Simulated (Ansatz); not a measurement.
CaO₂⁻ (the lowest doublet isomer of a short search) was relaxed with PBE0-D4 (def2-TZVPD) in Ansatz in these states: charge -1 doublet, charge -1 quartet. The geometries follow in no particular order.

A:

```xyz
3

Ca    0.076    0.434   -0.620
O    -1.841   -0.369   -0.018
O     1.765   -0.065    0.638
```

B:

```csv
atom,x (Å),y (Å),z (Å)
Ca1,-0.0007,0.0008,0.0008
O2,-1.6728,-0.8940,-0.5782
O3,1.6735,0.8933,0.5774
```

Question: Judge from the bond lengths which geometry belongs to which state (an estimate).

Answer: A is the charge -1 quartet (Ca1–O3 2.164 Å, Ca1–O2 2.163 Å); B is the charge -1 doublet (Ca1–O3 1.983 Å, Ca1–O2 1.983 Å).

At PBE0-D4/def2-TZVPD the highest occupied level of the charge -1 quartet lies above zero (up to 0.41 eV). It is a level of α spin, whose loss leaves a triplet; that state wasn't run at this geometry and level. The electron is either unbound and held by the finite basis, or the level is raised by self-interaction error. At PBE0-D4/def2-TZVPD a doublet lies 0.90 eV below the charge -1 quartet. These are the stationary points nearest to one start from a short search; other shapes may lie lower in each state.
